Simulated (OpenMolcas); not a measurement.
## Multiconfigurational calculation on F⁵⁺

Input:

```
&GATEWAY
Coord
1

F 0.0 0.0 0.0
Basis=ANO-RCC-VDZP
Group=XYZ
NoMove
AngMom=0.0 0.0 0.0
AMFI
&SEWARD
&RASSCF
FileOrb=start.orb
Symmetry=1
Spin=3
nActEl=2 0 0
Inactive=1 0
Ras2=1 3
CIRoot=3 3 1
SDav=3
CIMx=300
Iter=120 100
PrWF=0.3
OrbListing=Nothing
MaxOrb=0
Atom
>>> COPY $Project.JobIph JOB001
&RASSCF
FileOrb=start.orb
Symmetry=1
Spin=1
nActEl=2 0 0
Inactive=1 0
Ras2=1 3
CIRoot=7 7 1
SDav=7
CIMx=300
Iter=120 100
PrWF=0.3
OrbListing=Nothing
MaxOrb=0
Atom
>>> COPY $Project.JobIph JOB002
&RASSCF
FileOrb=start.orb
Symmetry=2
Spin=3
nActEl=2 0 0
Inactive=1 0
Ras2=1 3
CIRoot=3 3 1
SDav=3
CIMx=300
Iter=120 100
PrWF=0.3
OrbListing=Nothing
MaxOrb=0
Atom
>>> COPY $Project.JobIph JOB003
&RASSCF
FileOrb=start.orb
Symmetry=2
Spin=1
nActEl=2 0 0
Inactive=1 0
Ras2=1 3
CIRoot=3 3 1
SDav=3
CIMx=300
Iter=120 100
PrWF=0.3
OrbListing=Nothing
MaxOrb=0
Atom
>>> COPY $Project.JobIph JOB004
&RASSI
NrOfJobIphs=4 3 6 3 3
1 2 3
1 2 3 4 5 6
1 2 3
1 2 3
IphNames
JOB001
JOB002
JOB003
JOB004
EJob
SpinOrbit
DIPRint=1.0
SOCoupling=1000.0
Subsets=2
MEES
Property=10
'ANGMOM' 1 'ANGMOM' 2 'ANGMOM' 3 'MLTPL  1' 1 'MLTPL  1' 2 'MLTPL  1' 3
'AMFI' 1 'AMFI' 2 'AMFI' 3 'MLTPL  2' 6
SOProperty=3
'ANGMOM' 1 'ANGMOM' 2 'ANGMOM' 3
```

A driver script runs the steps one by one and writes start.orb anew before each from the orbitals found so far.

Output, cut to the results:

```
--- SEWARD ---
Basis set label: F.ANO-RCC...3S2P1D.

      Electronic valence basis set:
      ------------------
      Associated Effective Charge   9.000000 au
      Associated Actual Charge      9.000000 au
      Nuclear Model: Point charge

      Shell  nPrim  nBasis  Cartesian Spherical Contaminant
         s      14       3        X
         p       9       2        X
         d       4       1                 X
                  Relativistic Douglas-Kroll-Hess integrals:
                    - DKH order of Hamiltonian: 2
                    - DKH order of Properties : 0
                  Atomic mean-field integrals
--- RASSCF ---
Wave function specifications:
      -----------------------------

      Number of closed shell electrons           2
      Number of electrons in active shells       2
      Max number of holes in RAS1 space          0
      Max nr of electrons in RAS3 space          0
      Number of inactive orbitals                1
      Number of active orbitals                  4
      Number of secondary orbitals               9
      Spin quantum number                      1.0
      State symmetry                             1
Orbital specifications:
      -----------------------

      Symmetry species                           1   2
                                                ag  au
      Frozen orbitals                            0   0
      Inactive orbitals                          1   0
      Active orbitals                            1   3
      RAS1 orbitals                              0   0
      RAS2 orbitals                              1   3
      RAS3 orbitals                              0   0
      Secondary orbitals                         6   3
      Deleted orbitals                           0   0
      Number of basis functions                  8   6
      Number of CSFs                             3
      Number of root(s) required                 3
      Iter CI   SX   CI       RASSCF       Energy    max ROT     max BLB   max BLB  Level Ln srch  Step   QN
          iter iter root      energy       change     param      element    value   shift minimum  type update
 Nr of preliminary CI iterations:   1
 ###############################################################################
 ###############################################################################
 ###                                                                         ###
 ###                                                                         ###
 ###    WARNING: Problems in orbital optimization.                           ###
 ###                                                                         ###
 ###                                                                         ###
 ###############################################################################
 ###############################################################################
  Warning: In symmetry  1, orbital p=   2 has diagonal density matrix element D(p,p) close to zero. D(p,p)=  0.000000E+00
        1   1    1    0   -86.74734205    0.00E+00   0.00E+00    1   2 1 -4.88E-08   0.50   0.00    SX    NO
        ...
 ###############################################################################
 ###############################################################################
  Warning: In symmetry  1, orbital p=   2 has diagonal density matrix element D(p,p) close to zero. D(p,p)=  0.000000E+00
        4   1    1    0   -86.74734205   -5.68E-14   0.00E+00    1   2 1 -4.88E-08   0.50   0.00    SX    NO
      Convergence after  4 iterations
        5   1    1    0   -86.74734205    2.84E-14   0.00E+00    1   2 1 -4.88E-08   0.50   0.00    SX    NO
      Natural orbitals and occupation numbers for root  1
      sym 1:   0.000000
      sym 2:   1.000000   1.000000   0.000000
      Natural orbitals and occupation numbers for root  2
      sym 1:   0.000000
      sym 2:   0.000000   1.000000   1.000000
      Natural orbitals and occupation numbers for root  3
      sym 1:   0.000000
      sym 2:   1.000000   0.000000   1.000000
::    RASSCF root number  1 Total energy:    -86.74734205
::    RASSCF root number  2 Total energy:    -86.74734205
::    RASSCF root number  3 Total energy:    -86.74734205
--- RASSCF ---
Wave function specifications:
      -----------------------------

      Number of closed shell electrons           2
      Number of electrons in active shells       2
      Max number of holes in RAS1 space          0
...
--- RASSI ---
SPIN-FREE ENERGIES:
  (Shifted by EMIN (a.u.) =        -88.0959899741)

 SF State       Relative EMIN(au)   Rel lowest level(eV)    D:o, cm**(-1)      L_eff

     4             0.0000000000        0.0000000000              0.0000         0.0
    10             0.5431441348       14.7797048391         119206.3588         1.0
    11             0.5431441348       14.7797048391         119206.3588         1.0
    12             0.5431441348       14.7797048391         119206.3588         1.0
    13             0.9852517332       26.8100654604         216237.7609         1.0
    14             0.9852517332       26.8100654604         216237.7609         1.0
    15             0.9852517332       26.8100654604         216237.7609         1.0
     2             1.3486479245       36.6985795840         295994.0061         1.0
     3             1.3486479245       36.6985795840         295994.0061         1.0
     1             1.3486479245       36.6985795840         295994.0061         1.0
     9             1.4699816146       40.0002374884         322623.6730         2.0
     8             1.4699816146       40.0002374884         322623.6730         2.0
     5             1.4699816146       40.0002374884         322623.6730         2.0
     6             1.4699816146       40.0002374884         322623.6730         2.0
     7             1.4699816146       40.0002374884         322623.6730         2.0
     Dipole printing threshold changed to   1.00000000E+00

++ Dipole transition strengths (spin-free states):
   -----------------------------------------------
     for osc. strength at least  1.00000000E+00

  ( Max oscillator strength is only   0.20535026522353428      )
--
Eigenvalues of complex Hamiltonian:
   -----------------------------------
  (Shifted by EMIN (a.u.) =        -88.0959899741)

 SO State       Relative EMIN(au)   Rel lowest level(eV)    D:o, cm**(-1)     J-value

...
```

The J values that RASSI prints are effective ones from its own formula and need not be integers or half-integers; the table below assigns J from the states.

Levels above the lowest, from the spin-orbit matrix, grouped by J:

| Configuration | Term | J | E (cm⁻¹) | Measured (cm⁻¹) | Term weight % |
| --- | --- | --- | --- | --- | --- |
| 2s² | ¹S | 0 | 0.0 | 0.0 | 100 |
| 2s 2p | ³P° | 0 | 118795 |  | 100 |
| 2s 2p | ³P° | 1 | 119000 | 96861 | 100 |
| 2s 2p | ³P° | 2 | 119412 | 97437 | 100 |
| 2s 2p | ¹P° | 1 | 216239 |  | 100 |
| 2p² | ³P | 0 | 295584 |  | 100 |
| 2p² | ³P | 1 | 295789 | 251635 | 100 |
| 2p² | ³P | 2 | 296196 | 252145 | 100 |

Against the 4 measured excited levels shown (Moore, Atomic Energy Levels, vol. I, NSRDS-NBS 35 (1971 reprint of NBS Circular 467, 1949)) the mean absolute deviation is 33000 cm-1; the largest miss in energy is 2p² ³P₁: computed 295789, measured 251635 cm⁻¹ (+17.5 %), and the largest in proportion 2s 2p ³P°₁ (+22.9 %).

The basis is small and was not contracted for so high a charge. Computed and measured levels are paired by configuration, term and J; levels that our copy of the source lacks, or whose pairing is in doubt (as where it misses far off the trend of its configuration), stay unpaired and out of the deviations. Levels of configurations outside the active space are missing. The first state left out of the spin-orbit step lies near 380000 cm-1 above the lowest spin-free state of the reference (among the parities and spins computed), and the list stops at four fifths of that energy or lower.

The term weight is that of the spin-free term in the level, not the purity of its configuration. ° marks odd parity.
